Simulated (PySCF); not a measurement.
**How strongly Sn binds etchant and ambient atoms**

PBE in PySCF with def2-TZVPPD on every atom (core potentials on Sn), for the lowest determinant that a PBE0 search found; no spin–orbit coupling. D0 is De less the harmonic zero-point energy.

```
 X            state of SnX  D0(SnX) (eV)  D0(X₂) (eV)
 H           doublet (π ↑)          2.55         4.27
 F           doublet (π ↑)          5.25         2.22
Cl           doublet (π ↑)          4.10         2.81
Br           doublet (π ↑)          3.70         2.48
 O  singlet (closed shell)          6.14         6.13
```

**Question.** Give the energy of Sn + X₂ → SnX + X at 0 K for each X.

**Answer.** H: 4.27 − 2.55 = +1.72 eV; F: 2.22 − 5.25 = -3.03 eV; Cl: 2.81 − 4.10 = -1.29 eV; Br: 2.48 − 3.70 = -1.22 eV; O: 6.13 − 6.14 = -0.01 eV (PBE/def2-TZVPPD; negative means exothermic).

**Question.** Does an atom of O displace H from SnH?

**Answer.** SnH + O → SnO + H has ΔE = 2.55 − 6.14 = -3.59 eV at PBE/def2-TZVPPD, so it is downhill.

Gas-phase diatomics only hint at surface chemistry, where an atom holds several bonds.

These are scalar-relativistic numbers at best; spin–orbit coupling would shift them, the dissociation energy most. States were picked by a PBE0 search and need not be the measured ground states.
